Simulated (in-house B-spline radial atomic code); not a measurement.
RPA and G0W0 on LDA exchange-only: the indium ion In²⁺

Configuration [Kr] 4d10 5s1, highest spin, mean-field start LDA exchange-only. Computed with a B-spline radial code for spherical atoms: all electrons, non-relativistic, point nucleus, each spin shell either full or empty, empty states to l = 9 with an (l + 1/2)⁻⁴ tail; G0W0 by contour deformation at full frequency.

Without relativity these are model numbers: it shifts the levels of so heavy an element strongly and can reorder them.

Command:
```bash
python run_gw.py task.json out
```
Settings (radii: box in bohr, nucleus in fm):
```
Z                        49
electrons                47
configuration            [Kr] 4d10 5s1
hamiltonian              nr
method                   lda,
lmax                     9
spin_polarised           True
box_radius               17.55
intervals                54
ion_configuration        [Kr] 4d10
```

Cost of the run: 8.7 s on 1 thread of Arm Neoverse N1, on a shared host.

Energies (hartree):

| term | value |
| --- | --- |
| mean-field total | -5731.83511 |
| Hartree-Fock functional on these orbitals | -5739.32563 |
| direct second order | -4.1823 |
| second-order exchange | 1.1566 |
| SOSEX correction | 1.0675 |

Problem. What is the RPA correlation energy, and what remains with SOSEX?

Solution. RPA gives -3.6399 hartree (-2.11 eV per electron); RPA + SOSEX gives -2.5724, and the second-order doubles -3.0257 hartree (no singles). SOSEX takes back 29 % of the RPA value.

Quasi-particle levels (eV):

```csv
level,occupied,mean field,Σx - vxc,Σc,QP weight,G0W0
5s up,yes,-22.556,-3.42,?,?,?
5s down,no,-20.871,5.10,-2.66,0.927,-18.431
```

G0W0 = mean field + (Σx - vxc) + Σc, with Σc (partial-wave tail included) taken at the quasi-particle energy. Only the outer levels were computed. Levels of low weight are left out.

Problem. Where does G0W0 put 5s up?

Solution. At -27.710 eV, with Σc = -1.73 eV and a quasi-particle weight of 0.947. The tabulated removal energy is 28.044 eV (NIST, measured); the calculation leaves out relativity, Breit and QED terms, and what these don't explain is the method's own error.

Problem. What does it cost to remove one electron (to [Kr] 4d10) by differences of total energies, each species on its own start (correlation terms add to the Hartree-Fock functional)?

Solution. LDA exchange-only 26.731 eV, Hartree-Fock functional 25.494 eV, + RPA 27.479 eV, + RPA + SOSEX 26.738 eV, + second order 27.790 eV. Tabulated: 28.044 eV (NIST, measured); the calculation leaves out relativity, Breit and QED terms, and what these don't explain is the method's own error.
